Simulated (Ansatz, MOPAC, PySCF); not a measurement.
System: GeCl3F, net charge 0, singlet state. SMILES: [F][Ge]([Cl])([Cl])[Cl]
Geometry: optimised at B3LYP-D3(BJ)/def2-TZVP (Ansatz, a quantum-chemistry and plane-wave program).

Unscaled harmonic wavenumbers (cm⁻¹) in rising order, each level at the stationary point that it reaches from this structure (no distance between atoms moves by over 0.3 Å); the order of modes can differ between levels, and a negative number is imaginary. B3LYP-D3(BJ)/def2-TZVP (PySCF, at the structure above): 131, 131, 168, 211, 211, 400, 460, 460, 722.

PM3 (MOPAC): 100, 100, 123, 163, 163, 274, 285, 285, 769. Zero-point energy 3.2 against 4.1 kcal/mol; where all levels lie over 400 cm⁻¹, the wavenumbers are on average 1.066 times those of B3LYP-D3(BJ)/def2-TZVP.

PM6 (MOPAC): 106, 106, 140, 167, 167, 381, 425, 425, 672. Zero-point energy 3.7 against 4.1 kcal/mol; where all levels lie over 400 cm⁻¹, the wavenumbers are on average 0.930 times those of B3LYP-D3(BJ)/def2-TZVP.

HF/3-21G (Ansatz): 133, 133, 179, 230, 230, 408, 474, 474, 884. Zero-point energy 4.5 against 4.1 kcal/mol; where all levels lie over 400 cm⁻¹, the wavenumbers are on average 1.224 times those of B3LYP-D3(BJ)/def2-TZVP.
